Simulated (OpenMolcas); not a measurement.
Computed levels of 4d in ions with 37 electrons, in cm-1 above ²D_3/2.

* Program: OpenMolcas
* Method: RASSCF
* Basis: ANO-RCC-VQZP
* Scalar Hamiltonian: DKH2, point nucleus
* Spin-orbit coupling: state interaction with AMFI integrals over the reference wave functions, term energies averaged over their components

Active space for each ion: 7 electrons in 8 orbitals (RAS1 4p, at most 2 holes; RAS2 4d).

```
 Level  Zr3+  Nb4+  Mo5+  Ru7+
²D_5/2  1418  2008  2645  4294
```

Task: Estimate ²D_5/2 for Tc6+ from its neighbours Mo5+ and Ru7+.

Result: ²D_5/2 is fine structure, which grows about as the fourth power of a screened charge, so the fourth roots are averaged: ((2645^0.25 + 4294^0.25) / 2)^4 = 3395. The calculation gives 3385, so the estimate is off by +0.3 %.

Without dynamic correlation excited terms often stand tens of per cent too high (terms of higher spin than the ground term too low), and those without a measured partner can miss by more than the paired ones. Active for correlation alone: 4p; no level in the range computed is led by a configuration that opens it, so any true level of that kind is missing. Levels of configurations outside the active space are missing.
